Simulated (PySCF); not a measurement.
## Computed properties of H2Sb, SMILES [SbH2]

H2Sb, SMILES [SbH2] (connectivity only; charge and spin as stated), charge +1, multiplicity 1. Geometry optimised at B3LYP-D3(BJ)/def2-TZVPD. The spin state was assumed, not searched. The isomer is the one that the SMILES or the coordinates give; other isomers of the formula were not compared. The def2 effective core potentials stand for the cores of Sb; spin–orbit coupling is left out. Other conformers were not sampled. All values are computed for the isolated molecule unless a solvent is named; none is compared with measurement here.

**Structure.** The optimised structure has C2v symmetry. All 3 harmonic modes at B3LYP-D3(BJ)/def2-TZVPD (PySCF) are real, so it is a minimum.

**Vibrations.** The strongest infrared lines (harmonic, unscaled, degenerate partners summed) lie at 1975 cm⁻¹ (25 km/mol, H 99 %), 1982 cm⁻¹ (25 km/mol, H 99 %), 855 cm⁻¹ (14 km/mol, H 99 %). The softest mode is at 855 cm⁻¹ and the zero-point energy is 6.9 kcal/mol.

**Electronic structure.** HF/def2-TZVPD (PySCF) places the frontier levels at -17.42 and -7.66 eV, a gap of 9.76 eV and a mean polarisability of 31.2 bohr³. PBE/def2-TZVPD (PySCF) at the same geometry gives -13.98 and -12.01 eV, so its gap is 7.79 eV narrower. An orbital gap is neither the optical nor the fundamental gap.

**Excitations.** TDA-CAM-B3LYP/def2-TZVPD (PySCF) has S1 at 2.48 eV (499 nm, f = 0.010, weak); the most intense of the 10 singlets computed lies at 11.45 eV (f = 1.13). T1 (TDA) is at 1.39 eV, 1.09 eV under S1. TDA-PBE/def2-TZVPD (PySCF) puts S1 at 2.50 eV.
